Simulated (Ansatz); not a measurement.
Input file for Ansatz (a program for electronic structure): U-CCSD(T)/cc-pV(Q+d)Z on OS (SMILES O=S), 2S+1 = 1, a spin state set in the input, which need not be the lowest. Files ending in .json are basis or fitting sets from the Basis Set Exchange.

Ansatz 0.2 input:
```yaml
crystal:
  periodic: [false, false, false]
  atoms:
    - {symbol: O, position_ang: [-0.00000000, -0.00000000, -0.99301389]}
    - {symbol: S, position_ang: [0.00000000, 0.00000000, 0.49650695]}
basis:
  gaussian:
    orbitals: cc-pV_Q+d_Z.json
correlation: {method: ccsd_t, electrons: outside_noble_gas}
scf: {omitted_lower_state_checks: [cluster_reference]}
magnetization: {spin_polarized: true, initial_magnetization: 0}
```

The log:

```
WARN ansatz: RAYON_NUM_THREADS=1 ignored (pool sized by the plan → 1); use --threads N
Functional definition: HF
these checks for a lower state are left out or cut short: cluster_reference
integrals: 0.29 GiB planned
733 factors; integrals over basis functions are off by at most 1.5e-3 eV
mean field: 0.32 GiB planned
mean field evaluation 1: about -12851.2466 eV, gradient 2.2e1 eV
mean field evaluation 2: about -12851.3393 eV, gradient 2.2e1 eV
mean field evaluation 4: about -12853.2637 eV, gradient 2.0e0 eV
mean field evaluation 8: about -12853.3021 eV, gradient 3.0e-1 eV
mean field evaluation 16: about -12853.3043 eV, gradient 2.8e-6 eV
mean field evaluation 32: about -12853.5969 eV, gradient 6.4e-1 eV
mean field evaluation 64: about -12854.6825 eV, gradient 3.2e-1 eV
mean field evaluation 96: about -12853.3040 eV, gradient 2.6e-1 eV
mean field evaluation 128: about -12854.6280 eV, gradient 6.7e-1 eV
mean field evaluation 160: about -12854.6882 eV, gradient 2.1e-6 eV
mean field -12854.68823016 eV, -472.4010792377 hartree, gradient 2.1e-6 eV, S^2 1.050703; 12 other end points of the search recorded, 0 dependent functions left out
6 core orbitals not correlated
reference -12854.68823016 eV, -472.4010792377 hartree; 6, 6 occupied and 107, 107 virtual orbitals, 733 factors
second order -11.15485335 eV of doubles, -0.00000000 eV of singles
coupled cluster: 0.70 GiB planned
cycle   1  -10.90104846 eV  change    2.5e-1 eV  update   1.0e-1
cycle   2  -11.30699979 eV  change   -4.1e-1 eV  update   3.6e-2
cycle   3  -11.42031572 eV  change   -1.1e-1 eV  update   1.9e-2
cycle   4  -11.41389950 eV  change    6.4e-3 eV  update   6.9e-3
cycle   5  -11.41645777 eV  change   -2.6e-3 eV  update   4.8e-3
cycle   6  -11.41853743 eV  change   -2.1e-3 eV  update   2.7e-3
cycle   7  -11.41983741 eV  change   -1.3e-3 eV  update   1.2e-3
cycle   8  -11.42039247 eV  change   -5.6e-4 eV  update   5.8e-4
cycle   9  -11.42025647 eV  change    1.4e-4 eV  update   2.4e-4
cycle  10  -11.42021246 eV  change    4.4e-5 eV  update   8.3e-5
cycle  11  -11.42028303 eV  change   -7.1e-5 eV  update   2.4e-5
cycle  12  -11.42026301 eV  change    2.0e-5 eV  update   1.0e-5
cycle  13  -11.42027960 eV  change   -1.7e-5 eV  update   4.2e-6
cycle  14  -11.42027739 eV  change    2.2e-6 eV  update   1.9e-6
coupled cluster: 0.70 GiB planned
perturbative correction -0.62086976 eV, -0.0228165427 hartree
WARN: the results are in doubt because among natural orbitals full CI differs from the method by +0.642 eV
Total energy: -12866.72937730 eV, -472.8435832334 hartree
In doubt: among natural orbitals full CI differs from the method by +0.642 eV
Checks for a lower state left out: cluster_reference
```

Self-consistency was reached. Its determinant has ⟨S²⟩ = 1.05, a mixture of spin states.

Warnings raised: large difference.

Cost: around 15 core-seconds (rough).
